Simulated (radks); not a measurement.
The numbers below are computed, except where a source is named.
Cd3+, configuration [Ar] 3d10 4s1 4p6 4d9 5p1 (not the ground configuration). Level of theory: non-relativistic Kohn-Sham, exchange-only LDA, spin-polarised, spherical densities, point nucleus; open shells are filled with parallel spins first (spin-orbit coupling, left out, can overturn this in heavy ions); relativity is left out, which matters for an element this heavy (a radial shooting solver on a logarithmic mesh with Libxc functionals). Some entries of the table are withheld. Estimate them.

| orbital | occ. | eigenvalue (hartree) | <r^2> (bohr^2) |
|---|---|---|---|
| 1s up | 1 | -943.1333 | 0.001347 |
| 1s down | 1 | -943.1190 | 0.001347 |
| 2s up | 1 | -138.4796 | 0.02220 |
| 2s down | 1 | -138.4600 | 0.02220 |
| 2p up | 3 | -129.2818 | 0.01674 |
| 2p down | 3 | -129.2641 | 0.01674 |
| 3s up | 1 | -27.02719 | 0.1579 |
| 3s down | 1 | -27.00445 | 0.1578 |
| 3p up | 3 | -23.28534 | 0.1530 |
| 3p down | 3 | -23.26185 | 0.1528 |
| 3d up | 5 | -16.33368 | 0.1332 |
| 3d down | 5 | -16.30875 | 0.1330 |
| 4s up | 1 | -5.17820 | 0.9108 |
| 4s down | 0 | -5.09131 | 0.9133 |
| 4p up | 3 | -3.95749 | 1.035 |
| 4p down | 3 | -3.87289 | 1.039 |
| 4d up | 5 | -1.94971 | 1.546 |
| 4d down | 4 | -1.87111 | 1.553 |
| 5p up | 1 | (1) | 7.474 |
| 5p down | 0 | (2) | 7.507 |

Answer. 
(1) 5p up eigenvalue (hartree): -0.97277
(2) 5p down eigenvalue (hartree): -0.88621
